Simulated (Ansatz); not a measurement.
Consider the redistribution: `N[SiH2][SiH](O)F` + `C[SiH](F)F` → `C[SiH](F)[SiH2]N` + `O[SiH](F)F`.

Computed with Ansatz on PBE0-D4/def2-TZVP structures; ΔE is electronic, products minus reactants. CCSD(T)/CBS is the MP2 limit (def2-TZVPP, def2-QZVPP) plus CCSD(T) − MP2 in def2-TZVPP, frozen cores. DFT in def2-TZVPP. One conformer a species, not always the lowest.

`N[SiH2][SiH](O)F`:

Cartesian coordinates in Å:
```
N 0.994 1.140 0.742
Si -0.164 0.963 -0.547
Si -0.805 -1.293 -0.347
O 0.138 -1.880 0.858
F -0.510 -2.057 -1.725
H 0.649 1.141 1.691
H 1.704 1.850 0.642
H -1.318 1.911 -0.500
H 0.577 1.214 -1.811
H -2.209 -1.617 -0.004
H 0.944 -1.372 1.000
```

`C[SiH](F)F`:

```xyz
8

C    -0.843    0.113    0.504
Si    0.736   -0.049   -0.427
F     0.444   -0.594   -1.893
F     1.674   -1.119    0.283
H    -1.357   -0.849    0.564
H    -1.507    0.828    0.012
H    -0.654    0.466    1.520
H     1.508    1.204   -0.562
```

`C[SiH](F)[SiH2]N`:

Cartesian coordinates in Å:
```
C -0.852 1.688 -0.540
Si 0.025 0.894 0.901
F -0.860 1.123 2.230
Si 0.339 -1.411 0.576
N 0.910 -1.612 -1.044
H -1.823 1.222 -0.725
H -0.244 1.591 -1.444
H -1.012 2.753 -0.357
H 1.325 1.586 1.130
H 1.395 -1.952 1.474
H -0.926 -2.139 0.909
H 1.369 -2.472 -1.299
H 0.353 -1.272 -1.812
```

`O[SiH](F)F`:

```xyz
6

O     1.105   -0.195   -0.601
Si   -0.204   -0.027    0.327
F    -1.439   -0.816   -0.275
F    -0.664    1.487    0.401
H     1.095    0.076   -1.520
H     0.107   -0.525    1.667
```

**Question.** Is it downhill or uphill in electronic energy at CCSD(T)/CBS, and by how much? (Estimate.)

**Answer.** The calculation gave: Downhill: ΔE = -6.2 kJ/mol.

**Question.** What do these levels give: r2SCAN-D4, PBE0-D4, ωB97X-V, B2PLYP, PBE, r2SCAN, MP2/def2-TZVPP, SCS-MP2/def2-TZVPP, HF/def2-QZVPP, SCS-MP2/def2-QZVPP, HF/CBS(def2), MP2/CBS(def2)? (An estimate is asked.)

**Answer.** The calculation gave: r2SCAN-D4 -3.5, PBE0-D4 -4.2, ωB97X-V -3.7, B2PLYP -4.8, PBE -0.7, r2SCAN -3.2, MP2/def2-TZVPP -6.5, SCS-MP2/def2-TZVPP -6.8, HF/def2-QZVPP -12.5, SCS-MP2/def2-QZVPP -7.1, HF/CBS(def2) -12.6, MP2/CBS(def2) -6.6 kJ/mol.

Largest T1 diagnostic among the species: 0.012.

In def2-TZVPP, CCSD(T) changes the Hartree–Fock value by +5.7 kJ/mol (the triples alone add +1.3 kJ/mol) and MP2 by +5.3 kJ/mol. From PBE to PBE0 (25 % exact exchange), in def2-TZVPP and without D4, ΔE moves by −3.3 kJ/mol.
